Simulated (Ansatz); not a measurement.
`C[Si](O)(S)[InH2]`, charge 0, multiplicity 1.

Problem. Give a relaxed structure at PBE0-D4/def2-TZVP (Ansatz). (Estimate.)

Solution. The calculation gave: 
Z-matrix (Å, degrees):
```
C
Si 1 1.869
H 1 1.093 2 110.2
H 1 1.093 2 110.8 3 119.7
H 1 1.094 2 111.1 3 -120.0
O 2 1.656 1 111.5 3 57.9
S 2 2.160 1 102.6 3 177.2
In 2 2.571 1 117.4 3 -64.7
H 6 0.961 2 116.9 1 62.2
H 7 1.343 2 95.2 1 177.4
H 8 1.731 2 119.1 1 -173.5
H 8 1.731 2 123.3 1 2.7
```
This is one stationary point; other conformers may exist.
